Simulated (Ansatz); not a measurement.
`N[SiH2]CF` + `[SH][GeH3]` → `N[SiH2][S][GeH3]` + `CF`  (ligand exchange at the Si–C bond)

Gas-phase electronic energies from Ansatz, PBE0-D4/def2-TZVP geometries. CCSD(T)/CBS is the MP2 limit (def2-TZVPP, def2-QZVPP) plus CCSD(T) − MP2 in def2-TZVPP, frozen cores. This one scheme is used for every species. DFT in def2-TZVPP. B3LYP here is the variant with VWN-RPA as its local correlation; programs differ in this. HSE06 is defined as in plane-wave codes. For Ge outer-core shells are correlated without core-valence functions, which leaves a few kJ/mol of doubt a bond. Scalar relativity is left out up to krypton. Each species was taken in one conformer, which may not be the lowest.

| level | ΔE (kcal/mol) | difference from CCSD(T)/CBS |
| --- | --- | --- |
| r2SCAN-D4 | -21.9 | 0.5 |
| PBE0-D4 | -22.3 | 0.1 |
| HSE06-D4 | -22.3 | 0.1 |
| BHLYP-D4 | -22.3 | 0.1 |
| ωB97X-V | -20.8 | 1.6 |
| B2PLYP | -21.0 | 1.4 |
| PBE-QIDH | -22.9 | -0.5 |
| PBE0 | -21.4 | 1.0 |
| B3LYP | -19.6 | 2.8 |
| HSE06 | -21.4 | 1.0 |
| BHLYP | -20.4 | 2.0 |
| LC-ωPBE | -20.6 | 1.8 |
| RPA@PBE/def2-TZVPP | -20.4 | 2.0 |
| MP2/def2-TZVPP | -23.6 | -1.2 |
| SCS-MP2/def2-QZVPP | -22.8 | -0.4 |
| HF/CBS(def2) | -21.0 | 1.4 |
| CCSD(T)/CBS | -22.4 | 0 |

Q: What do rigid-rotor, harmonic-oscillator terms from PBE0-D4/def2-TZVP frequencies (298.15 K, 1 bar) make of the CCSD(T)/CBS value? (Estimate.)

A: The calculation gave: ΔZPE = +2.0 kcal/mol, ΔH = -20.1 kcal/mol, ΔS = -2 J/(mol·K), ΔG = -20.0 kcal/mol. Modes under 50 cm⁻¹ make the entropy rough.

Largest T1 diagnostic among the species: 0.011.

At CCSD(T), def2-SVP lies +2.0 kcal/mol from the extrapolated value and def2-TZVPP +0.8 kcal/mol. Leaving LDA and LC-ωPBE aside and taking each functional with its dispersion term where it has one, the values, not all of them listed here, spread over 2.7 kcal/mol, from PBE-QIDH to CAM-B3LYP-D4.
